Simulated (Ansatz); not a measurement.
```yaml
crystal:
  periodic: [false, false, false]
  atoms:
    - {symbol: Si, position_ang: [-0.001114, 1.790740, -0.281767]}
    - {symbol: O, position_ang: [-0.112711, 0.143763, -0.633318]}
    - {symbol: C, position_ang: [-0.404387, -1.008471, 0.246683]}
    - {symbol: S, position_ang: [-0.505490, -2.584405, -0.488481]}
    - {symbol: H, position_ang: [0.329741, 2.258972, -1.476324]}
    - {symbol: H, position_ang: [1.359216, 1.661703, 0.481048]}
    - {symbol: H, position_ang: [-1.039751, 2.227075, 0.690404]}
    - {symbol: H, position_ang: [-1.289902, -0.939180, 1.030843]}
    - {symbol: H, position_ang: [0.580407, -1.091286, 1.021252]}
    - {symbol: H, position_ang: [0.620926, -2.626272, -0.790061]}
basis:
  gaussian: {orbitals: aug-cc-pVDZ, nuclear_model: gaussian}
magnetization: {spin_polarized: true, initial_magnetization: 1}
hamiltonian: {xc: {name: BHLYP}, dispersion: d3bjatm}
output: {forces: true}
```

```sh
$ ansatz run in.yaml --threads 2 --pin off --events-out ev --progress --plain --max-ram 4352MiB
```

Task: How does Ansatz answer? (Estimate.)

Result: Ansatz gave: The input was rejected before any iteration.
```
Error: a molecule whose nuclei and cores have a total charge of 50 cannot have a net charge of 0 together with 1 unpaired electrons
```
